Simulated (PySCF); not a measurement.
Computed IR spectrum (relative IR intensity) of a molecule C₄H₈OSi. The structure is a stationary point at ωB97X-D3(BJ)/def2-SVP. The values are those of a single conformer. These are ωB97X-D3(BJ)/def2-SVP (PySCF) values and carry that method's errors. Frequencies are harmonic and unscaled.

ν (cm⁻¹): 398 (vw), 578 (w), 665 (w), 767 (vw), 837 (m), 844 (w), 928 (m), 958 (vs), 982 (m), 1009 (w), 1063 (m), 1155 (m), 1239 (w), 1286 (w), 1389 (w), 1454 (vw), 1787 (vs), 2235 (m), 2240 (m), 2246 (m), 3098 (w), 3166 (vw) (against the strongest line: vs over 80 %, s over 45 %, m over 15 %, w over 4 %, vw less)

Problem. Which molecule gave these data?
A) C#C[C@H]([SiH3])CO
B) [SiH3]O[C@H]1C=CC1
C) [SiH3]/C=C1\CCO1
D) C#CCO[SiH2]C

Solution. C, [SiH3]/C=C1\CCO1
